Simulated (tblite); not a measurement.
C5H17AlP2.
Numbering: `[CH3:1][C:2]([CH3:3])([CH3:4])[P@@+:5]([CH3:6])([AlH3-:7])[PH2:8]` (hydrogens: H9, H10, H11 on C1; H12, H13, H14 on C3; H15, H16, H17 on C4; H18, H19, H20 on C6; H21, H22, H23 on Al7; H24, H25 on P8)

Computed with GFN2-xTB (tblite), gas phase: L-BFGS steps from a force-field or distance-geometry start until the largest atomic force falls under 0.01 eV/Å.

Step 44: E = -694.0882 eV
```
atom  x, y, z in Å  |  force x, y, z in eV/Å
C1      1.6760    0.9282   -0.7518   -0.006  -0.015   0.037
C2      0.9676   -0.0155    0.2378   -0.096  -0.052  -0.049
C3      1.6727   -1.3703    0.2484   -0.018   0.007  -0.008
C4      0.9721    0.5828    1.6437    0.040   0.009  -0.068
P5     -0.8148   -0.1269   -0.3691    0.039  -0.089   0.032
C6     -1.8258   -0.5446    1.1145   -0.030   0.024   0.007
Al7    -1.5614    1.9667   -1.5088   -0.026  -0.023   0.118
P8     -0.8289   -1.9703   -1.5222   -0.105   0.026  -0.060
H9      2.5954    0.4799   -1.1199    0.028   0.036  -0.026
H10     1.9226    1.8642   -0.2598    0.002   0.085  -0.068
H11     1.0415    1.1589   -1.6156    0.001  -0.027   0.036
H12     1.6646   -1.8044   -0.7533    0.025  -0.048   0.055
H13     1.1981   -2.0659    0.9414    0.007   0.019  -0.033
H14     2.7120   -1.2368    0.5508   -0.044  -0.039   0.045
H15     0.5517   -0.1076    2.3738    0.058   0.026  -0.023
H16     0.4012    1.5106    1.6668    0.029   0.004  -0.018
H17     2.0011    0.7984    1.9222    0.019   0.037   0.123
H18    -1.4751   -1.4232    1.6566    0.045   0.027  -0.054
H19    -2.8457   -0.7152    0.7695   -0.019  -0.018  -0.007
H20    -1.8325    0.3230    1.7692   -0.030   0.008   0.054
H21    -3.0935    1.6865   -1.2558    0.002   0.005  -0.005
H22    -0.8094    2.9616   -0.5481   -0.019  -0.004  -0.015
H23    -1.0231    1.7519   -2.9630    0.041  -0.031  -0.022
H24    -2.1910   -1.7973   -1.7859    0.067  -0.017  -0.020
H25    -1.0863   -2.8106   -0.4322   -0.010   0.050  -0.030
```

Step 45: E = -694.0917 eV
```
atom  x, y, z in Å  |  force x, y, z in eV/Å
C1      1.6748    0.9264   -0.7528   -0.009  -0.016   0.038
C2      0.9664   -0.0170    0.2385   -0.054  -0.060  -0.051
C3      1.6713   -1.3734    0.2518   -0.007   0.011   0.005
C4      0.9724    0.5885    1.6422    0.044  -0.014  -0.067
P5     -0.8167   -0.1285   -0.3654    0.111  -0.037  -0.041
C6     -1.8182   -0.5472    1.1183   -0.059   0.014   0.017
Al7    -1.5623    1.9648   -1.5086   -0.053  -0.031   0.179
P8     -0.8294   -1.9685   -1.5225   -0.001   0.039  -0.077
H9      2.5991    0.4839   -1.1170    0.011   0.024  -0.018
H10     1.9143    1.8680   -0.2670   -0.007   0.063  -0.056
H11     1.0399    1.1489   -1.6178    0.004  -0.028   0.014
H12     1.6652   -1.8172   -0.7467    0.010  -0.004   0.074
H13     1.2015   -2.0676    0.9499   -0.011   0.036  -0.040
H14     2.7100   -1.2368    0.5534   -0.028  -0.038   0.040
H15     0.5544   -0.0987    2.3777    0.047   0.046  -0.042
H16     0.4006    1.5167    1.6561    0.041  -0.021   0.004
H17     2.0015    0.8057    1.9219    0.003   0.042   0.097
H18    -1.4644   -1.4256    1.6545    0.072  -0.019  -0.002
H19    -2.8364   -0.7214    0.7763   -0.093  -0.025  -0.026
H20    -1.8280    0.3186    1.7732   -0.020   0.037   0.083
H21    -3.0964    1.6787   -1.2565    0.026   0.011  -0.016
H22    -0.8119    2.9554   -0.5411   -0.024   0.000  -0.020
H23    -1.0196    1.7559   -2.9575    0.049  -0.037  -0.063
H24    -2.1782   -1.7823   -1.8099   -0.048   0.005  -0.054
H25    -1.1209   -2.8031   -0.4418   -0.003   0.002   0.021
```

Step 46: E = -694.0951 eV
```
atom  x, y, z in Å  |  force x, y, z in eV/Å
C1      1.6757    0.9210   -0.7552   -0.005  -0.001   0.007
C2      0.9649   -0.0177    0.2396    0.026  -0.043  -0.030
C3      1.6690   -1.3750    0.2595    0.019   0.002   0.030
C4      0.9734    0.6004    1.6392    0.039  -0.028  -0.061
P5     -0.8168   -0.1338   -0.3606    0.131   0.036  -0.092
C6     -1.8057   -0.5559    1.1267   -0.080  -0.003   0.032
Al7    -1.5639    1.9596   -1.5044   -0.063  -0.036   0.180
P8     -0.8268   -1.9702   -1.5206   -0.179  -0.005  -0.044
H9      2.6080    0.4832   -1.1077   -0.025   0.032  -0.003
H10     1.9035    1.8733   -0.2818   -0.023   0.013  -0.053
H11     1.0446    1.1279   -1.6271    0.015  -0.033   0.009
H12     1.6559   -1.8342   -0.7330    0.009   0.035   0.100
H13     1.2091   -2.0627    0.9714   -0.027   0.051  -0.054
H14     2.7099   -1.2332    0.5513   -0.023  -0.044   0.033
H15     0.5611   -0.0829    2.3815    0.020   0.053  -0.041
H16     0.3975    1.5273    1.6427    0.056  -0.052   0.020
H17     2.0011    0.8237    1.9213   -0.007   0.042   0.052
H18    -1.4412   -1.4348    1.6531    0.078  -0.037   0.036
H19    -2.8237   -0.7377    0.7913   -0.129  -0.025  -0.034
H20    -1.8179    0.3065    1.7855   -0.013   0.041   0.082
H21    -3.0993    1.6614   -1.2624    0.041   0.015  -0.017
H22    -0.8191    2.9446   -0.5271   -0.028   0.006  -0.018
H23    -1.0158    1.7730   -2.9543    0.047  -0.045  -0.058
H24    -2.1631   -1.7435   -1.8723    0.099  -0.027  -0.002
H25    -1.1912   -2.7962   -0.4474    0.020   0.055  -0.072
```

Question: Estimate the geometry and energy of step 47. (The exact step hangs on the optimiser's Hessian estimate; all steps are aligned on step 46, rigid shifts and turns removed.)

Answer: E = -694.0991 eV, largest force 0.155 eV/Å
```
atom  x, y, z in Å  |  force x, y, z in eV/Å
C1      1.6736    0.9196   -0.7546    0.004   0.009  -0.027
C2      0.9634   -0.0207    0.2388    0.103   0.002   0.001
C3      1.6684   -1.3768    0.2617    0.032  -0.004   0.036
C4      0.9746    0.6032    1.6358    0.032  -0.024  -0.020
P5     -0.8156   -0.1378   -0.3598    0.087   0.087  -0.094
C6     -1.8028   -0.5556    1.1299   -0.072  -0.015   0.031
Al7    -1.5646    1.9553   -1.4981   -0.038  -0.036   0.108
P8     -0.8309   -1.9704   -1.5235   -0.063   0.031  -0.094
H9      2.6087    0.4870   -1.1066   -0.030   0.023   0.006
H10     1.8961    1.8764   -0.2864   -0.029  -0.015  -0.038
H11     1.0421    1.1215   -1.6266    0.010  -0.030  -0.021
H12     1.6592   -1.8408   -0.7277    0.001   0.042   0.066
H13     1.2102   -2.0637    0.9737   -0.060   0.032  -0.024
H14     2.7073   -1.2345    0.5569    0.013  -0.030   0.032
H15     0.5626   -0.0758    2.3812   -0.006   0.038  -0.027
H16     0.3997    1.5310    1.6346    0.054  -0.059   0.024
H17     2.0009    0.8276    1.9245   -0.012   0.035   0.002
H18    -1.4325   -1.4348    1.6521    0.059  -0.033   0.051
H19    -2.8208   -0.7405    0.7948   -0.122  -0.022  -0.020
H20    -1.8151    0.3065    1.7907   -0.011   0.013   0.052
H21    -3.0997    1.6583   -1.2631    0.030   0.009  -0.007
H22    -0.8206    2.9408   -0.5242   -0.024   0.016   0.002
H23    -1.0123    1.7724   -2.9516    0.030  -0.046  -0.020
H24    -2.1578   -1.7332   -1.8866    0.025  -0.020  -0.011
H25    -1.2050   -2.7909   -0.4565   -0.015  -0.005  -0.005
```

The energy changes by -0.0039 eV. The first-order estimate −F·Δx gives -0.0055 eV and the mean of the old and new forces, exact on a quadratic surface, -0.0039 eV. The step makes an angle of 72° with the force vector and moves no atom by more than 0.018 Å.

What follows is the cost of the whole relaxation. Hardware: Arm Neoverse N1, one thread, shared host with 64 logical CPUs at a one-minute load of 60. Cost: 4.0 s of wall time.
